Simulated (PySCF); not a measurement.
Two species compared at the same levels of theory.

First species: C2H8Cl2O2Si3.
Z-matrix (Å and degrees, GFN2-xTB geometry), rows numbered from 1:
```
Si
O   1  1.6312
Si  2  1.6034  1  152.46
O   3  1.6552  2  112.74  1    14.86
Si  4  1.6643  3  101.33  2  -116.69
C   3  1.9273  2  112.93  1   -82.68
C   6  1.4907  3  118.78  2  -124.38
Cl  7  1.7958  6  111.01  3  -167.18
Cl  7  1.7745  6  111.00  3   -47.12
H   1  1.4625  2  109.32  3    42.85
H   1  1.4596  2  107.34  3   -78.59
H   1  1.4605  2  101.97  3   161.91
H   3  1.4437  2  108.34  1   139.06
H   5  1.4540  4  109.14  3   117.54
H   5  1.4496  4  108.63  3  -113.83
H   6  1.0918  3  113.16  2     3.56
H   7  1.0930  6  113.97  3    73.29
```

Second species: C5H12OSSi2.
InChI=1S/C5H12OSSi2/c1-4(3-8)9-6-5(2)7/h1,3,9H2,2,8H3

Levels: PBE0/pcSseg-1 for dipole moment, HOMO energy, LUMO energy and HOMO–LUMO gap; GFN2-xTB for rotational constant A and rotational constant C. Geometries: GFN2-xTB. Each structure is a single optimised conformer of the isolated species, non-relativistic unless stated; the electronic structure was computed with PySCF and density fitting.

Dipoles, sizes and rotational constants follow the conformer. The torsions of the flexible species, by atom-mapped SMILES:
- `[SiH3:1][O:2][Si@@H:3]1[O:4][SiH2:5][C@H:6]1[CH:7]([Cl:8])[Cl:9]`: Si1–O2–Si3–O4 15°, Si5–C6–C7–Cl8 -68°
- `[CH2:1]=[C:2]([CH2:3][SiH3:4])[SiH2:5][O:6][C:7]([CH3:8])=[S:9]`: C1–C2–C3–Si4 -9°, C1–C2–Si5–O6 0°, C2–Si5–O6–C7 180°, Si5–O6–C7–C8 180°

```json
{"property": "dipole moment", "column X": "2.35 D", "column Y": "2.12 D"}
{"property": "HOMO energy", "column X": "-8.12 eV", "column Y": "-6.67 eV"}
{"property": "LUMO energy", "column X": "-0.59 eV", "column Y": "-1.43 eV"}
{"property": "HOMO–LUMO gap", "column X": "7.53 eV", "column Y": "5.24 eV"}
{"property": "rotational constant A", "column X": "1.339 GHz", "column Y": "3.034 GHz"}
{"property": "rotational constant C", "column X": "0.384 GHz", "column Y": "0.326 GHz"}
```

Which column belongs to which species?

Column X is the first species and column Y the second. The first has 17 atoms and 112 electrons, the second 21 and 94.

How does each property change from the first species to the second?

dipole moment -0.23 D; HOMO energy +1.45 eV; LUMO energy -0.84 eV; HOMO–LUMO gap -2.29 eV; rotational constant A +1.695 GHz; rotational constant C -0.058 GHz.

On the first: The dipole equals about 7.8 × 10⁻³⁰ C·m (1 D = 3.33564 × 10⁻³⁰ C·m).

On the second: In atomic units the dipole is 0.83 e·bohr (1 au = 2.5417 D).
